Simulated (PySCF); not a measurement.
Compound: C8H7Cl.
Atom-mapped SMILES: `[Cl:1]/[CH:2]=[CH:3]/[c:4]1[cH:5][cH:6][cH:7][cH:8][cH:9]1` (hydrogens: H10 on C2; H11 on C3; H12 on C5; H13 on C6; H14 on C7; H15 on C8; H16 on C9)

Computed by this run: PySCF 2.14.0, PBE0-D3(BJ)/def2-SVP geometry optimisation, gas phase; density fitting, grid level 2; the optimiser is geomeTRIC in internal coordinates, started from a GFN2-xTB structure.

Step 0: E = -20908.5413 eV
```
atom  x, y, z in Å  |  force x, y, z in eV/Å
Cl1     4.4227   -0.2903    0.0020    0.167  -0.010   0.002
C2      2.7904    0.2448   -0.0458    0.431  -0.275   0.028
C3      1.7662   -0.5971    0.0566   -0.279   0.055  -0.004
C4      0.3559   -0.2405    0.0252    0.072  -0.045   0.004
C5     -0.1014    1.0708   -0.1214   -0.052  -0.067   0.009
C6     -1.4544    1.3472   -0.1452    0.039   0.067  -0.009
C7     -2.3822    0.3250   -0.0231   -0.060  -0.053   0.009
C8     -1.9444   -0.9806    0.1232   -0.102   0.023  -0.001
C9     -0.5915   -1.2596    0.1467    0.080   0.070  -0.009
H10     2.7009    1.3119   -0.1654   -0.080   0.514  -0.059
H11     1.9731   -1.6526    0.1749    0.185  -0.414   0.044
H12     0.6043    1.8807   -0.2175    0.319   0.385  -0.047
H13    -1.7897    2.3678   -0.2602   -0.133   0.434  -0.047
H14    -3.4391    0.5463   -0.0414   -0.454   0.092  -0.009
H15    -2.6607   -1.7836    0.2193   -0.298  -0.345   0.040
H16    -0.2578   -2.2812    0.2605    0.166  -0.431   0.049
```

Q: Estimate the geometry and energy of step 1. (The exact step hangs on the optimiser's Hessian estimate; all steps are aligned on step 0, rigid shifts and turns removed.)

A: E = -20908.5812 eV, largest force 0.117 eV/Å
```
atom  x, y, z in Å  |  force x, y, z in eV/Å
Cl1     4.4534   -0.2840    0.0038   -0.045  -0.003   0.001
C2      2.8121    0.2367   -0.0448    0.005   0.116  -0.013
C3      1.7763   -0.6039    0.0564    0.061  -0.095   0.010
C4      0.3584   -0.2432    0.0245   -0.019   0.009  -0.001
C5     -0.1033    1.0758   -0.1228    0.070   0.055  -0.007
C6     -1.4630    1.3559   -0.1459   -0.033   0.063  -0.007
C7     -2.3991    0.3279   -0.0227   -0.066   0.023  -0.002
C8     -1.9588   -0.9843    0.1240   -0.039  -0.058   0.007
C9     -0.5959   -1.2643    0.1472    0.030  -0.074   0.008
H10     2.7087    1.3187   -0.1661    0.023  -0.059   0.007
H11     1.9989   -1.6700    0.1752   -0.013   0.029  -0.003
H12     0.6104    1.8981   -0.2212   -0.025  -0.028   0.003
H13    -1.7998    2.3898   -0.2616    0.013  -0.029   0.003
H14    -3.4688    0.5527   -0.0415    0.030  -0.006   0.001
H15    -2.6815   -1.7991    0.2215    0.020   0.024  -0.003
H16    -0.2555   -2.2979    0.2627   -0.012   0.033  -0.003
```

The energy changes by -0.0400 eV. The first-order estimate −F·Δx gives -0.0835 eV and the mean of the old and new forces, exact on a quadratic surface, -0.0404 eV. The step makes an angle of 42° with the force vector and moves no atom by more than 0.031 Å.

What follows is the cost of the whole optimisation. Hardware: an Arm Neoverse V1 with one thread, shared host with 32 logical CPUs at a one-minute load of 15. Cost: 64 s, 0.78 GiB resident at most.
